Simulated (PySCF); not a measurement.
Compound: C4H5F4Si (doublet state).
Z-matrix (Å and degrees, GFN2-xTB geometry), rows numbered from 1:
```
C 
C   1  1.4471
C   2  1.3036  1  143.66
C   3  1.5157  2  121.49  1   178.05
F   4  1.3733  3  110.64  2   133.86
Si  3  1.8863  2  123.55  1    -2.75
F   6  1.5841  3  116.39  2   -95.82
F   6  1.5854  3  114.17  2   140.70
F   6  1.5906  3  111.09  2    22.56
H   1  1.0906  2  109.85  3  -124.18
H   1  1.0960  2  111.90  3    -3.72
H   1  1.0902  2  109.77  3   116.99
H   4  1.0961  3  110.72  2  -108.44
H   4  1.0931  3  111.30  2    14.73
```

The hyperfine couplings belong to this conformer and change with its torsions.

The species is `C/[C]=C(/CF)[Si](F)(F)F` [radical].

Level of theory: UKS B3LYP, pcH-1 on C F H Si, non-relativistic, mean-field spin-orbit, GIAO in PySCF 2.14.0. One conformer (not necessarily the lowest) at the GFN2-xTB geometry, without solvent, vibrations or thermal averaging. A GFN2-xTB geometry isn't a minimum of the functional, and hyperfine couplings can be far from their values at a DFT geometry. Stability of the SCF solution: not tested.

Problem. Match the computed a_iso(13C) values +258.3, +82.7, +13.5, -8.1 MHz with the sites C1; C2; C3; C4.

Solution. 
```csv
site,a_iso (MHz),ρ(0) (bohr⁻³),position,distance from C2 (Å),spin population,largest |T| (MHz)
C1,+13.5,+0.0120,1 bond from C2,1.45,-0.04,9.1
C2,+258.3,+0.2298,largest spin population,0.00,+0.97,141.3
C3,-8.1,-0.0072,1 bond from C2,1.30,-0.16,16.6
C4,+82.7,+0.0736,2 bonds from C2,2.46,+0.05,10.6
```

Problem. Match the computed a_iso(19F) values +43.5, -9.7 MHz (means over equivalent nuclei) with the sites F5; F7/F8/F9.

Solution. 
```
    site  a_iso (MHz)  ρ(0) (bohr⁻³)         position  distance from C2 (Å)  bound to  spin population there  largest |T| (MHz)
      F5         -9.7        -0.0023  3 bonds from C2                  3.47        C4                  +0.05               19.0
F7/F8/F9        +43.5        +0.0103  3 bonds from C2                  3.69       Si6                  +0.08               27.9
```

Problem. Match the computed a_iso(1H) values +67.7, -5.4 MHz (means over equivalent nuclei) with the sites H10/H11/H12; H13/H14.

Solution. 
```
       site  a_iso (MHz)  ρ(0) (bohr⁻³)         position  distance from C2 (Å)  bound to  spin population there  largest |T| (MHz)
H10/H11/H12        +67.7        +0.0151  2 bonds from C2                  2.10        C1                  -0.04               10.3
    H13/H14         -5.4        -0.0012  3 bonds from C2                  2.86        C4                  +0.05                7.0
```

ρ(0) is the spin density at the nucleus and T the dipolar tensor; a_iso includes a spin–orbit part; entries for several nuclei are means. The Mulliken spin populations are largest on C2 (+0.97), C3 (-0.16), Si6 (+0.08) and H11 (+0.07). C2 is the only atom above +0.15. The positive populations add up to 1.20 and the negative ones to -0.20, together 2S = 1.

Class means assume fast exchange of nuclei equivalent by connectivity; if that motion is slow, each nucleus keeps its own coupling. The three 1H nuclei of mean +67.7 MHz run from 21.1 to 147.1 MHz in the frozen geometry. The three 19F nuclei of mean +43.5 MHz run from 30.3 to 58.7 MHz in the frozen geometry.

On one thread of an Arm Neoverse V1, shared host, this took 1.7 min wall (with the writing of density and orbital grids) and 0.98 GiB of memory at its peak.
